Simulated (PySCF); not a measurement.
# $^{29}$Si chemical shifts

Isolated molecule, averaged over atoms made equivalent by symmetry, fast rotation or ring inversion, non-relativistic, one conformer. Shielding tensors at PBE0/pcSseg-1 (GIAO); structure optimised with GFN2-xTB; PySCF 2.14.

Shieldings were converted by a linear fit to measured shifts: $^{29}$Si: δ = 279.94 − 0.822σ (rms 8.9 ppm, 72 shifts, 25.8 ppm with the 6 outliers that the fit left out vs TMS, solution or neat liquid). A few per cent of atoms miss by over 2 rms, more outside the fitted compound classes.

**Question.** Give the $^{29}$Si shifts of `CN[Si@H](N)F`, `C=C(C)[SiH2][Si@H]([SiH3])P`, `C[Si](C)(C)[Si](C)(C)Cl`, `[SiH3]c1ccpcp1`, `C[Si@@H](O[SiH3])c1cccs1`.

**Answer.** 
```tsv
compound	environment	δ (ppm)
CN[Si@H](N)F	silicon bonded to F, 2 N, H	-32.7
[CH2:1]=[C:2]([CH3:3])[SiH2:4][Si@H:5]([SiH3:6])[PH2:7]	Si4: silicon bonded to C, Si, 2 H	-54.1
[CH2:1]=[C:2]([CH3:3])[SiH2:4][Si@H:5]([SiH3:6])[PH2:7]	Si6: silicon bonded to Si, 3 H	-97.7
[CH2:1]=[C:2]([CH3:3])[SiH2:4][Si@H:5]([SiH3:6])[PH2:7]	Si5: silicon bonded to P, 2 Si, H	-100.2
[CH3:1][Si:2]([CH3:3])([CH3:4])[Si:5]([CH3:6])([CH3:7])[Cl:8]	Si5: silicon bonded to 2 C, Cl, Si	11.4
[CH3:1][Si:2]([CH3:3])([CH3:4])[Si:5]([CH3:6])([CH3:7])[Cl:8]	Si2: silicon bonded to 3 C, Si	-23.5
[SiH3]c1ccpcp1	silicon bonded to C, 3 H	-60.0
[CH3:1][Si@@H:2]([O:3][SiH3:4])[c:5]1[cH:6][cH:7][cH:8][s:9]1	Si2: silicon bonded to 2 C, O, H	-22.7
[CH3:1][Si@@H:2]([O:3][SiH3:4])[c:5]1[cH:6][cH:7][cH:8][s:9]1	Si4: silicon bonded to O, 3 H	-43.3
```
